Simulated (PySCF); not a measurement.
Electron correlation in Au(2+) (gold, charge +2)

[Xe] 4f14 5d9, 2D determinant. Calculation: PySCF 2.14, in ANO-RCC-VTZP (8s7p5d3f1g, 84 functions); the spin-free X2C one-electron Hamiltonian (Gaussian nucleus). Frozen: [Xe] 4f14; 9 electrons correlated.

| level | correlation energy (mhartree) |
| --- | --- |
| CCSD | -237.11 |
| (T) | -7.17 |
| CCSD(T) | -244.28 |

Diagnostics: T1 = 0.0056, D1 = 0.0183, largest double amplitude 0.035.

Spin-orbit coupling, absent here, splits the open shell strongly.

Cost of the coupled-cluster step: of the order of 5 core-seconds, for 9 correlated electrons.

Iterations:

```
CC2 = 0
CCSD nocc = (np.int64(5), np.int64(4)), nmo = (50, 50)
frozen orbitals [[0, 1, 2, 3, 4, 5, 6, 7, 8, 9, 10, 11, 12, 13, 14, 15, 16, 17, 18, 19, 20, 21, 22, 23, 24, 25, 26, 27, 28, 29, 30, 31, 32, 33], [0, 1, 2, 3, 4, 5, 6, 7, 8, 9, 10, 11, 12, 13, 14, 15, 16, 17, 18, 19, 20, 21, 22, 23, 24, 25, 26, 27, 28, 29, 30, 31, 32, 33]]
max_cycle = 100
direct = 0
conv_tol = 1e-08
conv_tol_normt = 1e-06
diis_space = 8
diis_start_cycle = 0
Init t2, MP2 energy = -0.241955269976302
Init E_corr(UCCSD) = -0.241955269978759
cycle = 1  E_corr(UCCSD) = -0.234781952910467  dE = 0.00717331707  norm(t1,t2) = 0.0252968
cycle = 2  E_corr(UCCSD) = -0.236416198932386  dE = -0.00163424602  norm(t1,t2) = 0.0106538
cycle = 3  E_corr(UCCSD) = -0.236836275161553  dE = -0.000420076229  norm(t1,t2) = 0.00710962
cycle = 4  E_corr(UCCSD) = -0.237128751056288  dE = -0.000292475895  norm(t1,t2) = 0.00363448
cycle = 5  E_corr(UCCSD) = -0.237100172056073  dE = 2.85790002e-05  norm(t1,t2) = 0.00152393
cycle = 6  E_corr(UCCSD) = -0.237110634546468  dE = -1.04624904e-05  norm(t1,t2) = 0.00050185
cycle = 7  E_corr(UCCSD) = -0.237119961197533  dE = -9.32665106e-06  norm(t1,t2) = 0.000238449
cycle = 8  E_corr(UCCSD) = -0.237114223546625  dE = 5.73765091e-06  norm(t1,t2) = 9.22223e-05
cycle = 9  E_corr(UCCSD) = -0.237114952910887  dE = -7.29364262e-07  norm(t1,t2) = 1.65779e-05
cycle = 10  E_corr(UCCSD) = -0.237115025986998  dE = -7.30761106e-08  norm(t1,t2) = 3.80728e-06
cycle = 11  E_corr(UCCSD) = -0.237114983268982  dE = 4.27180162e-08  norm(t1,t2) = 1.8091e-06
cycle = 12  E_corr(UCCSD) = -0.237114987488377  dE = -4.21939533e-09  norm(t1,t2) = 8.13413e-07
UCCSD converged
E(UCCSD) = -19007.36285685682  E_corr = -0.2371149874883769
UCCSD(T) correction = -0.00716622102344295
```
